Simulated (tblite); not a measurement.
Compound: CF3OCF3, C₂F₆O.
SMILES: `FC(F)(F)OC(F)(F)F`

Computed values, GFN2-xTB/tblite, gas phase, harmonic and unscaled. This tight-binding method is rough: wavenumbers can miss measured ones by several per cent, in bad cases by 10 to 20.

Harmonic wavenumbers (cm⁻¹): 34.8, 72.6, 133.7, 314.2, 321.7, 336.0, 419.4, 476.3, 504.3, 515.7, 600.3, 605.8, 666.6, 843.8, 924.9, 1086.6, 1105.9, 1123.7, 1142.3, 1157.2, 1195.8.

A = 3020, B = 1205, C = 1189 MHz; mass 153.985 u (most abundant isotopes); point group C2, symmetry number 2.

Q: Zero-point energy?

A: Half the sum of the wavenumbers: 6791 cm⁻¹ = 81.23 kJ/mol.

Q: Entropy at 298.15 K, 1 bar (ideal gas, RRHO, classical rotation)?

A: Translation 171.67, rotation 114.31, vibration 88.40: S = 374.4 J/(mol K).

Q: And Cp and H(298.15 K) − H(0)?

A: Cp = 122.99 J/(mol K), of which vibrations give 89.73 (their classical limit is 21 R = 174.6); H(298.15 K) − H(0) = 23.46 kJ/mol without the zero-point energy, 13.54 from vibrations.

Q: Blend soft modes into free rotors: weight 1/[1 + (100 cm⁻¹/ν̃)⁴] for the oscillator and the rest for a rotor with moment μB/(μ + B), μ = h/(8π²ν), B = 10⁻⁴⁴ kg m². What vibrational entropy results?

A: 78.44 J/(mol K) in place of 88.40, which changes −T·S at 298.15 K by +2.97 kJ/mol.

Q: Which modes carry the vibrational entropy at 298.15 K?

A: 34.8 cm⁻¹: 23.16; 72.6 cm⁻¹: 17.08; 133.7 cm⁻¹: 12.10; 314.2 cm⁻¹: 5.61; 321.7 cm⁻¹: 5.45; 336.0 cm⁻¹: 5.15 J/(mol K); the other 15 give 19.86 together.

Hindered rotation and anharmonicity are outside this model. The structure is chiral; the term R ln 2 for an equal mix with its mirror image is left out.

The values belong to the conformer `[F:1][C:2]([F:3])([F:4])[O:5][C:6]([F:7])([F:8])[F:9]`: F1–C2–O5–C6 -44°, C2–O5–C6–F7 78°.
